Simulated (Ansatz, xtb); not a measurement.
**Two conformers of C2H6FISi**

Structure a is `CC[Si@H](F)I`, a singlet and structure b is `CC[Si@H](F)I`, a singlet. Both are isolated molecules in the gas phase, relaxed with B3LYP-D3(BJ)/def2-SVP.

a (Å):

```xyz
11

C    -0.7021   -1.0598   -1.3904
C    -0.2647   -0.0989   -0.2743
F    -2.9306    0.6128    0.4178
I    -0.7909    1.7309    2.7408
Si   -1.5403    0.0789    1.0771
H    -1.6343   -0.7188   -1.8672
H     0.0674   -1.1349   -2.1747
H    -0.8796   -2.0769   -1.0042
H     0.6756   -0.4344    0.1975
H    -0.0622    0.9093   -0.6746
H    -1.8512   -1.1854    1.7879
```

b (Å):

```xyz
11

C    -2.0293   -0.9172   -0.1845
C    -1.1101   -1.0563    1.0355
F     1.3257   -0.2974    2.3020
I    -0.1206    2.3672    0.8802
Si    0.4474   -0.0290    0.9592
H    -1.5112   -1.1908   -1.1181
H    -2.9106   -1.5710   -0.0932
H    -2.3904    0.1170   -0.2971
H    -0.7804   -2.1042    1.1630
H    -1.6406   -0.7854    1.9644
H     1.3115   -0.3258   -0.2095
```

**Question.** Which of the two would you expect CCSD(T)/def2-SVP + ΔMP2/def2-TZVPP electronic energies to favour?

**Answer.** Too close to call at this level: CCSD(T)/def2-SVP + ΔMP2/def2-TZVPP gives E(b) − E(a) = −0.25 kcal/mol.

The same difference at several levels:

| level | geometry | E(b) − E(a) (kcal/mol) | departure from the last row (kcal/mol) | job, with rough time for the two |
| --- | --- | --- | --- | --- |
| B3LYP-D3(BJ)/def2-SVP | B3LYP-D3(BJ)/def2-SVP | −0.24 | +0.01 | optimisation, 65 s |
| HF/def2-SVP | B3LYP-D3(BJ)/def2-SVP | +0.19 | +0.43 | part of the CCSD(T) run |
| MP2/def2-SVP | B3LYP-D3(BJ)/def2-SVP | −0.15 | +0.09 | part of the CCSD(T) run |
| CCSD(T)/def2-SVP | B3LYP-D3(BJ)/def2-SVP | −0.09 | +0.16 | single point |
| CCSD(T)/def2-SVP + ΔMP2/def2-TZVPP | B3LYP-D3(BJ)/def2-SVP | −0.25 |  | single point, 64 s |

The largest departure from CCSD(T)/def2-SVP + ΔMP2/def2-TZVPP is that of HF/def2-SVP, 0.43 kcal/mol. Levels run at GFN2-xTB geometries aren't shown. The last row adds to CCSD(T) the change of the MP2 difference between the two basis sets, here −0.16 kcal/mol.

With harmonic frequencies from B3LYP-D3(BJ)/def2-SVP (ideal gas, rigid rotor, one conformer each, 1000 K, 1 atm): the zero-point term adds +0.03 kcal/mol; ΔH is −0.26 and ΔG +0.13 kcal/mol.

The correlated steps freeze 12 core orbitals; the filled d shell of I is correlated, in a basis made for valence electrons. Atoms past krypton carry core potentials in the def2 sets and no spin–orbit term is included. Codes used: Ansatz 0.2.0; the last row on 2 threads of Arm Neoverse V1 on a shared host.
